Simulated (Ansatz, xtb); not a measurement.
**Two structures of GeH4SiSn**

Structure a is a singlet given by its coordinates and structure b is a singlet given by its coordinates. Both are isolated molecules in the gas phase, relaxed with PBE0-D3(BJ)/def2-SVP.

a (Å):

```xyz
7

Ge    2.1466    1.4961   -2.6611
Si    1.5773    0.1176   -0.7173
Sn   -0.5718    0.6536   -2.0859
H     1.7358    0.7623    0.6200
H     2.0852   -1.2864   -0.7297
H     0.9677    0.5392   -3.4916
H     0.6643    2.3205   -2.3176
```

Close contacts (Å): Ge1–Si2 2.45, Ge1–Sn3 2.90, Si2–Sn3 2.60, Ge1–H6 1.73, Ge1–H7 1.73, Si2–H4 1.49, Si2–H5 1.49, Sn3–H6 2.09, Sn3–H7 2.09.

b (Å):

```xyz
7

Ge   -0.9682   -2.0029   -1.4818
Si   -2.3366   -0.0106   -2.0203
Sn   -1.2748   -0.5488    0.6360
H    -1.7670    0.8961   -3.0618
H    -3.6776   -0.5290   -2.4248
H    -2.6540    0.9671   -0.8723
H     0.1523   -0.8585   -0.7729
```

Close contacts (Å): Ge1–Si2 2.48, Ge1–Sn3 2.59, Si2–Sn3 2.91, Ge1–H7 1.75, Si2–H4 1.49, Si2–H5 1.49, Si2–H6 1.54, Sn3–H7 2.03.

Energies in hartree; the thermal terms are from PBE0-D3(BJ)/def2-SVP harmonic frequencies (ideal gas, rigid rotor, one conformer each, 200 K, 1 atm) and include the zero-point energy:

```
                                a            b
E, CCSD(T)/def2-TZVP  −2580.679124  −2580.683909
   zero-point energy      0.030200      0.030874
        H(200 K) − E      0.033806      0.034869
        G(200 K) − E      0.010760      0.011034
```

Q: Work out ΔE, ΔE₀, ΔH and ΔG for a → b in kJ/mol (1 Eh = 2625.50 kJ/mol) and the equilibrium ratio [b]/[a].

A: 1. ΔE = −2580.683909 − (−2580.679124) = −0.004785 Eh = −12.56 kJ/mol.
2. ΔE₀ = ΔE + ΔZPE = −0.004785 + (+0.000674) Eh = −10.79 kJ/mol.
3. ΔH = ΔE + (+0.001063) Eh = −9.77 kJ/mol.
4. ΔG = ΔE + (+0.000274) Eh = −11.84 kJ/mol, so ΔS = (ΔH − ΔG)/T = +10.4 J/(mol K).
5. kT = 0.6334 mEh, so K = [b]/[a] = exp(−ΔG/kT) = exp(+7.12) ≈ 1.2 × 10^3.

Structure b is favoured at this temperature. An error of 4 kJ/mol in ΔG would change K by a factor of 11. Mirror images and further conformers aren't counted.

Other levels gave ΔE = −3.2 (PBE0-D3(BJ)/def2-SVP); −13.7 (HF/def2-TZVP); −20.4 (MP2/def2-TZVP) kJ/mol. The correlated steps freeze 18 core orbitals; the filled d shell of Ge and Sn is correlated, in a basis made for valence electrons. Atoms past krypton carry core potentials in the def2 sets, without spin–orbit terms. Programs: Ansatz 0.2.0.
